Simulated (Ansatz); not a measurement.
`C[Se][BH][GeH3]` + H–F → `C[Se]BF` + GeH₄ at 400 K and 1 bar (cleavage of the B–Ge bond).

Gas-phase electronic energies from Ansatz, PBE0-D4/def2-TZVP geometries. CCSD(T)/CBS is the MP2 limit (def2-TZVPP, def2-QZVPP) plus CCSD(T) − MP2 in def2-TZVPP, frozen cores. This one scheme is used for every species. For Ge, Se outer-core shells are correlated without core-valence functions, which leaves a few kJ/mol of doubt a bond. Scalar relativity is left out up to krypton. Each species was taken in one conformer, which may not be the lowest.

```json
{"species": "`C[Se][BH][GeH3]`", "CCSD(T)/CBS energy (Eh)": "-4543.88078", "H − E (kJ/mol)": "229.0", "S (J/(mol·K))": "411.5"}
{"species": "H–F", "CCSD(T)/CBS energy (Eh)": "-100.39570", "H − E (kJ/mol)": "36.5", "S (J/(mol·K))": "182.2"}
{"species": "`C[Se]BF`", "CCSD(T)/CBS energy (Eh)": "-2565.82397", "H − E (kJ/mol)": "166.7", "S (J/(mol·K))": "350.0"}
{"species": "GeH₄", "CCSD(T)/CBS energy (Eh)": "-2078.49493", "H − E (kJ/mol)": "93.6", "S (J/(mol·K))": "231.8"}
```

H − E and S are ideal-gas, rigid-rotor, harmonic terms from PBE0-D4/def2-TZVP, for one conformer and one mirror image of each species. 1 Eh = 2625.50 kJ/mol, R = 8.31446 J/(mol·K).

Task: By hand: ΔE, ΔH, ΔS and ΔG.

Result: ΔE = (-2565.82397) + (-2078.49493) − (-4543.88078) − (-100.39570) = -0.04242 Eh = -111.4 kJ/mol. Δ(H − E) = 166.7 + 93.6 − 229.0 − 36.5 = -5.2, so ΔH = -116.6 kJ/mol. ΔS = 350.0 + 231.8 − 411.5 − 182.2 = -11.9 J/(mol·K). ΔG = -116.6 − 400 × (-11.9)/1000 = -111.8 kJ/mol.

Task: By hand: the equilibrium constant, and the temperature at which ΔG would vanish if ΔH and ΔS stayed fixed.

Result: log₁₀ K = −ΔG/(RT ln 10) = 14.6. ΔG = 0 at ΔH/ΔS = 9798 K, far beyond where these terms or the molecules hold.

The number of gas molecules stays the same, so ΔS is small and ΔH decides. A doubt of 5 kJ/mol in ΔE shifts log₁₀ K by 0.7 here. Other conformers and mirror images would add mixing entropy, several J/(mol·K) or more a flexible species. These are equilibria of isolated gas molecules and say nothing of rates. Largest T1 diagnostic: 0.013 (customary marks: 0.02 for closed shells, 0.045 for open ones).
